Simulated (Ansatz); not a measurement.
BrClFSn (`[F][Sn]([Cl])[Br]`) radical, relaxed with UKS PBE-D4/def2-SVP in the Gaussian-basis code of Ansatz from a rough embedded geometry. The force threshold is 0.03 eV/Å; the program also tests the step.

Charge 0, multiplicity 2. Sn: def2 effective core potential.

Start:

```xyz
4

F     1.229    1.385   -0.504
Sn   -0.353    0.449   -0.116
Cl   -0.335   -0.142    2.137
Br   -0.540   -1.693   -1.516
```

| step | energy (eV) | largest force (eV/Å) | largest move (Å) |
| --- | --- | --- | --- |
| 1 | -91087.1430 | 2.060 | 0.000 |
| 2 | -91087.2805 | 0.360 | 0.092 |
| 3 | -91087.2841 | 0.030 | 0.019 |

End:

```xyz
4

F     1.260    1.348   -0.522
Sn   -0.439    0.440   -0.124
Cl   -0.317   -0.121    2.200
Br   -0.504   -1.666   -1.553
```

Run time 6 s (4 threads of an Arm Neoverse V1 on a shared host); peak host memory 0.17 GiB.
